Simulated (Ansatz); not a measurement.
InO2H⁺, relaxed as a doublet with UKS PBE0-D4/def2-TZVP in Ansatz, starting from the PBE0-D4/def2-TZVP geometry of the neutral singlet. Force threshold 0.02 eV/Å.

In the def2 sets In takes a core potential; there is no spin–orbit coupling. The structure holds one bond between oxygen atoms, so isomers without such links may lie far lower. The structure comes from a short search, and lower isomers may exist.

Start:

Cartesian coordinates in Å:
```
In 1.3958 -0.4671 1.1045
O -0.4117 0.6532 -0.1984
O 0.3289 -0.4993 -0.7131
H -1.3131 0.3132 -0.1930
```

```tsv
step	energy (eV)	largest force component (eV/Å)	SCF passes
1	-9271.2948	2.556	29
2	-9271.7396	2.531	40
3	-9272.0233	3.765	36
4	-9272.2606	1.103	36
5	-9272.2661	2.056	36
6	-9272.3254	1.065	30
7	-9272.3650	0.062	32
8	-9272.3656	0.154	29
9	-9272.3665	0.018	27
```

Force components are those of the run's own axes.

End:

```xyz
4

In    2.076   -0.655    1.258
O    -0.733    0.531   -0.078
O     0.090   -0.416   -0.415
H    -1.433    0.539   -0.765
```

By distances, no bond broke or formed. The bond that changes most is In1–O3, from 2.11 to 2.61 Å (atoms count from 1).

No frequencies were taken in this run, so the end may be a saddle point.

It took 22 s on 2 threads of Arm Neoverse V2 on a shared host.
